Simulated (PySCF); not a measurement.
# C6H7N2O: g tensor and hyperfine couplings

Species: C6H7N2O (doublet state).
Geometry (GFN2-xTB, Å), atoms numbered from 1 in this order:
```
atom  x, y, z in Å
C1    -2.822   -0.557    0.091
N2    -1.498   -0.661   -0.258
C3    -0.451   -0.269    0.657
C4    -0.026    1.154    0.419
C5     1.198    1.176   -0.095
C6     1.751   -0.227   -0.098
C7     2.918   -0.302    0.770
N8     3.830   -0.325    1.457
O9     0.703   -1.047    0.407
H10   -3.079   -0.734    1.115
H11   -3.552   -0.670   -0.682
H12   -1.287   -0.484   -1.232
H13   -0.815   -0.466    1.674
H14   -0.700    1.974    0.573
H15    1.775    2.012   -0.439
H16    2.050   -0.567   -1.104
```

The hyperfine couplings belong to this conformer and change with its torsions.

Identity: `[CH2]N[C@@H]1C=C[C@@H](C#N)O1` [radical].

Theory: UKS B3LYP, pcH-1 on C H N O, non-relativistic, mean-field spin-orbit, GIAO in PySCF 2.14.0. The structure is a single GFN2-xTB conformer in the gas phase; no vibrational or solvent corrections. A GFN2-xTB geometry isn't a minimum of the functional, and hyperfine couplings can be far from their values at a DFT geometry. The frame is twisted about the C1–N2 bond at this geometry (dihedral H11–C1–N2–H12 = 23°); couplings at other torsion angles weren't computed. The SCF solution wasn't tested for stability.

* g1, g2, g3: 2.00216, 2.00277, 2.00330
* g_iso: 2.00274
* Form of g: rhombic: the two nearest values differ by 47 % of g3 − g1
* ⟨S²⟩: 0.7535 (exact 0.7500)
* Total energy: -417.48443 Eh
* Basis functions: 295

Isotropic coupling and dipolar principal values T1 to T3, in MHz; ρ(0) is the spin density at the nucleus:

```
atom  isotope  a_iso     T1     T2     T3  Mulliken spin population  ρ(0) (bohr⁻³)
  C1      13C   90.1  -67.5  -66.9  134.4                      0.86         0.0801
  N2      14N   16.4  -13.2  -12.6   25.8                      0.18         0.0508
  C3      13C   -0.5   -2.6   -2.3    5.0                     -0.01        -0.0004
  C4      13C    4.4   -3.7   -0.6    4.3                      0.00         0.0039
  C5      13C    2.0   -3.2   -2.5    5.7                      0.03         0.0018
  C6      13C   -0.9   -0.5    0.1    0.4                      0.00        -0.0008
  C7      13C    0.6   -0.3   -0.2    0.5                      0.00         0.0005
  N8      14N    0.1   -0.2   -0.1    0.3                      0.00         0.0003
  O9      17O   -8.9   -1.1    0.3    0.8                      0.00         0.0146
 H10       1H  -38.9  -32.4    0.1   32.3                     -0.03        -0.0087
 H11       1H  -47.4  -32.8    0.2   32.6                     -0.04        -0.0106
 H12       1H   -7.5  -14.7   -5.8   20.5                     -0.01        -0.0017
 H13       1H    6.2   -4.0   -3.4    7.4                      0.00         0.0014
 H14       1H   -0.7   -2.7   -1.3    4.0                      0.00        -0.0002
 H15       1H   -0.2   -1.9   -0.6    2.5                      0.00         0.0000
 H16       1H    1.9   -1.0   -0.5    1.5                      0.00         0.0004
```

Largest spin populations (Mulliken): C1 (+0.86) and N2 (+0.18). The angles at C1 add up to 356.0°, so it is nearly planar; its axial dipolar tensor and the negative couplings of its protons fit spin in a p orbital normal to that plane.

Axes: g2 points within 8° of the C1–N2 bond.

Under fast tumbling the dipolar parts average out, and these isotropic splittings remain: 1 × 1H (H11, I = 1/2, 2 lines) with 1.69 mT, 1 × 1H (H10, I = 1/2, 2 lines) with 1.39 mT, 1 × 14N (N2, I = 1, 3 lines) with 0.58 mT, 1 × 1H (H12, I = 1/2, 2 lines) with 0.27 mT, 1 × 1H (H13, I = 1/2, 2 lines) with 0.22 mT and 1 × 1H (H16, I = 1/2, 2 lines) with 0.07 mT.

H10 and H11 aren't averaged: C1 is flat or nearly so (angle sum 356°), and its turn about the short C1–N2 bond (1.37 Å) is taken as slow.

The 17O coupling of O9 (-8.9 MHz) shows only in satellite lines or after enrichment, since that isotope makes up about 0.038 % of natural oxygen.

The 13C coupling of C1 (90.1 MHz) shows only in satellite lines or after enrichment, since that isotope makes up about 1.07 % of natural carbon.
